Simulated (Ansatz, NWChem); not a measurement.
## Worked example: vertical ionisation energy of ICl (iodine monochloride)

ICl: 2 atoms, total charge 0, spin state singlet. SMILES: `ClI`. The coordinates come from a PBE0-D4/def2-TZVP relaxation.

```xyz
2

Cl    0.0000    0.0000   -0.0026
I     0.0000    0.0000    2.3091
```

Both states at this one shape; open shells run unrestricted unless said. 1 Eh = 27.2114 eV.

```tsv
level	program	singlet ICl (Eh)	doublet ICl+ (Eh)
PBE0/def2-TZVP (core potential)	NWChem	-757.778699	-757.404040
wB97X/STO-3G	Ansatz	-7308.214269	-7307.875888
CCSD(T)/STO-3G, 23 core orbitals frozen	Ansatz	-7305.289894	-7304.999271
```

**Question.** Work out the vertical ionisation energy at each level.

**Answer.** 
1. PBE0/def2-TZVP (core potential): -757.404040 − (-757.778699) = 0.374659 Eh = 10.19 eV.
2. wB97X/STO-3G: -7307.875888 − (-7308.214269) = 0.338381 Eh = 9.21 eV.
3. CCSD(T)/STO-3G: -7304.999271 − (-7305.289894) = 0.290623 Eh = 7.91 eV.

No measured value is set beside it here; the levels span 7.91 to 10.19 eV. Spin-orbit coupling is left out. Minimal sets are far from the basis-set limit. All-electron rows are non-relativistic unless named.
